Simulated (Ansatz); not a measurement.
`C=NC[SeH]` + H₂Se → `[SeH][SeH]` + `C=NC` at 400 K and 1 bar (ligand exchange at the Se–C bond).

Program: Ansatz. Geometries: PBE0-D4/def2-TZVP. ΔE: electronic, gas phase. CCSD(T)/CBS adds triple-zeta CCSD(T) − MP2 to the extrapolated MP2 energy (def2 sets, frozen cores). For Se outer-core shells are correlated without core-valence functions, which leaves a few kJ/mol of doubt a bond. Scalar relativity is left out up to krypton. One conformer a species, not always the lowest.

```json
{"species": "`C=NC[SeH]`", "CCSD(T)/CBS energy (Eh)": "-2534.47698", "H − E (kJ/mol)": "201.0", "S (J/(mol·K))": "341.0"}
{"species": "H₂Se", "CCSD(T)/CBS energy (Eh)": "-2401.89790", "H − E (kJ/mol)": "49.4", "S (J/(mol·K))": "229.5"}
{"species": "`[SeH][SeH]`", "CCSD(T)/CBS energy (Eh)": "-4802.61264", "H − E (kJ/mol)": "59.8", "S (J/(mol·K))": "294.4"}
{"species": "`C=NC`", "CCSD(T)/CBS energy (Eh)": "-133.77870", "H − E (kJ/mol)": "198.2", "S (J/(mol·K))": "278.7"}
```

H − E and S are ideal-gas, rigid-rotor, harmonic terms from PBE0-D4/def2-TZVP, for one conformer and one mirror image of each species. 1 Eh = 2625.50 kJ/mol, R = 8.31446 J/(mol·K).

Problem. By hand: ΔE, ΔH, ΔS and ΔG.

Solution. ΔE = (-4802.61264) + (-133.77870) − (-2534.47698) − (-2401.89790) = -0.01646 Eh = -43.2 kJ/mol. Δ(H − E) = 59.8 + 198.2 − 201.0 − 49.4 = 7.6, so ΔH = -35.6 kJ/mol. ΔS = 294.4 + 278.7 − 341.0 − 229.5 = 2.6 J/(mol·K). ΔG = -35.6 − 400 × (2.6)/1000 = -36.6 kJ/mol.

Problem. By hand: the equilibrium constant, and the temperature at which ΔG would vanish if ΔH and ΔS stayed fixed.

Solution. log₁₀ K = −ΔG/(RT ln 10) = 4.8. ΔH and −TΔS have one sign here, so there is no such temperature.

The number of gas molecules stays the same, so ΔS is small and ΔH decides. A doubt of 5 kJ/mol in ΔE shifts log₁₀ K by 0.7 here. Other conformers and mirror images would add mixing entropy, several J/(mol·K) or more a flexible species. These are equilibria of isolated gas molecules and say nothing of rates. Largest T1 diagnostic: 0.011 (customary marks: 0.02 for closed shells, 0.045 for open ones).

ΔS is within the doubt of such terms, so its sign, and with it that verdict, could turn.
